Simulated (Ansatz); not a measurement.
Reactions of C2H6MgO, SMILES `C[CH2][Mg][OH]`.

Program: Ansatz. Geometries: PBE0-D4/def2-TZVP. ΔE: electronic, gas phase. CCSD(T)/CBS is the MP2 limit (def2-TZVPP, def2-QZVPP) plus CCSD(T) − MP2 in def2-TZVPP, frozen cores. This one scheme is used for every species. Functionals use def2-TZVPP. Elements past krypton have def2 core potentials. For Br, Mg, W outer-core shells are correlated without core-valence functions, which leaves a few kJ/mol of doubt a bond. Scalar relativity is left out up to krypton. Each species was taken in one conformer, which may not be the lowest.

```json
{"reaction": "`C[CH2][Mg][OH]` + H₂ → `[CH3][Mg][OH]` + CH₄", "ωB97X-V (kJ/mol)": "-94"}
{"reaction": "`C[CH2][Mg][OH]` + HBr → `C[CH2][Mg][Br]` + H₂O", "ωB97X-V (kJ/mol)": "-94"}
{"reaction": "`C[CH2][Mg][OH]` + H₂O → `[OH][Mg][OH]` + `CC`", "ωB97X-V (kJ/mol)": "-151"}
{"reaction": "`C[CH2][Mg][OH]` + H–F → `C[CH2][Mg][F]` + H₂O", "ωB97X-V (kJ/mol)": "-65"}
{"reaction": "`C[CH2][Mg][OH]` + `CCCCC(C)C` → `C[CH](C)[Mg][OH]` + `CCCCCC`", "ωB97X-V (kJ/mol)": "21"}
{"reaction": "`C[CH2][Mg][OH]` + H₂ → `C[CH2][MgH]` + H₂O", "ωB97X-V (kJ/mol)": "102"}
{"reaction": "`C[CH2][Mg][OH]` + `[O]=[W]([OH])([OH])([Cl])[Cl]` → `C[O][W](=[O])([OH])([Cl])[Cl]` + `[CH3][Mg][OH]`", "ωB97X-V (kJ/mol)": "8"}
{"reaction": "`C[CH2][Mg][OH]` + `CC(=O)O[SiH3]` → `[OH][Mg][O][SiH3]` + `CCC(C)=O`", "ωB97X-V (kJ/mol)": "-143"}
{"reaction": "`C[CH2][Mg][OH]` + H–F → `[OH][Mg][F]` + `CC`", "ωB97X-V (kJ/mol)": "-215"}
{"reaction": "`C[CH2][Mg][OH]` + CH₃OH → `C[CH2][Mg][O]C` + H₂O", "ωB97X-V (kJ/mol)": "2"}
```

Question: Give the CCSD(T)/CBS values in the same order. (Best estimate.)

Answer: Ansatz gave: -92, -94, -145, -60, 21, 110, 10, -152, -205, -2 kJ/mol.

Largest T1 diagnostic: 0.021, for `C[O][W](=[O])([OH])([Cl])[Cl]`.
